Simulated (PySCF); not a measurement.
## C₉H₉N: full NMR table

```yaml
Formula: C9H9N
SMILES: C=C=CCc1ccccn1
Point_group_of_the_computed_structure: C1
Degrees_of_unsaturation: 6
Carbon_signals: 9
Proton_signals: 7
```

Bonds (- single, = double, # triple, : aromatic): C1=C2, C2=C3, C3-C4, C4-C5, C5:C6, C6:C7, C7:C8, C8:C9, C9:N10, N10:C5. C1 carries H11, H12; C3 carries H13; C4 carries H14, H15; C6 carries H16; C7 carries H17; C8 carries H18; C9 carries H19.

Computed data (PySCF): geometry from PBE0-D3(BJ)/def2-SVP, shielding tensors at KT2/pcSseg-1 (GIAO). A single conformation, fast rotation and ring inversion assumed for equivalent nuclei, no solvent model, no relativistic terms.

Chemical shifts δ = σref − σ; 1H and 13C vs TMS; 15N vs NH3, all at this level.

| carbon | δC, type | δH (multiplicity) | HMBC from (2–3 bonds) | span of the C tensor (ppm) |
| --- | --- | --- | --- | --- |
| C1 | 72.2, CH2 | 4.89 (m) | H13 | 129 |
| C2 | 207.5, C | – | H13, H11/H12, H14/H15 | 63 |
| C3 | 90.8, CH | 5.37 (m) | H11/H12, H14/H15 | 140 |
| C4 | 44.5, CH2 | 3.39 (m) | H16, H13 | 35 |
| C5 | 154.5, C | – | H19, H17, H16, H13, H14/H15 | 200 |
| C6 | 119.9, CH | 7.10 (d) | H17, H18, H14/H15 | 206 |
| C7 | 129.8, CH | 7.38 (m) | H19, H16, H18 | 224 |
| C8 | 116.6, CH | 6.74 (m) | H19, H17, H16 | 210 |
| C9 | 143.1, CH | 8.27 (d) | H17, H18 | 196 |

Other nuclei:
| atoms | nucleus | environment | δ (ppm) | σ (ppm) |
| --- | --- | --- | --- | --- |
| N10 | 15N | pyridine-type ring nitrogen | 329.4 | -65.1 |

- Carbon types of the structure: 2 × C, 5 × CH, 2 × CH2, which accounts for all hydrogens.
- δC 207.5: central carbon of an allene; the central sp carbon of an allene is among the most deshielded carbons of hydrocarbons.
- δC 154.5: substituted aromatic carbon next to a ring nitrogen.
- δC 143.1: aromatic CH next to a ring nitrogen; the adjacent pyridine-type nitrogen withdraws density from it.
- δC 129.8, 119.9, 116.6: aromatic CH.
- δC 90.8, 72.2: terminal carbon of a cumulated C=C=C unit.

Shifts are as computed. Against solution values, carbons near 30 ppm lie about +2 ppm off and those near 130 ppm about -5 ppm. Of 1211 compounds with measured shifts, 218 miss one by over three times the rms of a fit or turn the order of signals round; such compounds aren't used in these exercises. Experimental scales use liquid or dissolved standards, which lie at an offset from isolated NH3 (liquid NH3: subtract about 20 ppm). Unscaled 15N shifts of sp2 nitrogen come out 20 to 40 ppm too high even then. No couplings were computed; multiplicities are counted from neighbouring protons, with m where these are inequivalent, close in shift, in a saturated or five-membered ring or joined by F or P, and br s for small geminal =CH2 splittings.
